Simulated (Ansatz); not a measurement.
Ideal-gas functions of ClF2Ga, SMILES `[F][Ga]([F])[Cl]` at 400 K and 1 bar, from an Ansatz frequency run at PBE0-D4/def2-TZVP.

Molar mass 143.17 g/mol, point group C2v (symmetry number 2), electronic degeneracy 1, moments of inertia 82.27, 175.917, 258.187 u Å². Harmonic wavenumbers (cm⁻¹, unscaled): 143, 181, 189, 448, 703, 741.

Use S(trans) = R[1.5 ln M + 2.5 ln T − 1.1517]; rotational temperatures θ = 24.2544 K / I; S(rot) = R[ln(√π/σ · √(T³/θAθBθC)) + 1.5]; for each mode x = 1.438777 ν̃/T, S = R[x/(eˣ − 1) − ln(1 − e⁻ˣ)] and H = RT x/(eˣ − 1); 1 cm⁻¹ = 0.0119627 kJ/mol; R = 8.31446 J/(mol·K).

By hand: the entropy, in J/(mol·K).

Translation 176.9. Rotation: θ = 0.2948, 0.1379, 0.0939 K, giving 109.3. Vibration, mode by mode: 13.93, 12.03, 11.68, 5.19, 2.51, 2.26, in all 47.6. Electronic 0.0. Sum 333.8 J/(mol·K).

By hand: H − E and G − E in kJ/mol, counted from the electronic energy.

Zero-point energy ½ × 2405 × 0.0119627 = 14.4; thermal vibration 10.0; translation, rotation and pV give 4 RT = 13.3. H − E = 37.7 kJ/mol, and G − E = 37.7 − 400 × 333.8/1000 = -95.8 kJ/mol.

Vibration gives 14 % of the entropy, 13.9 J/(mol·K) of it from the mode under 150 cm⁻¹: soft modes count most, and the harmonic formula is weakest for them.
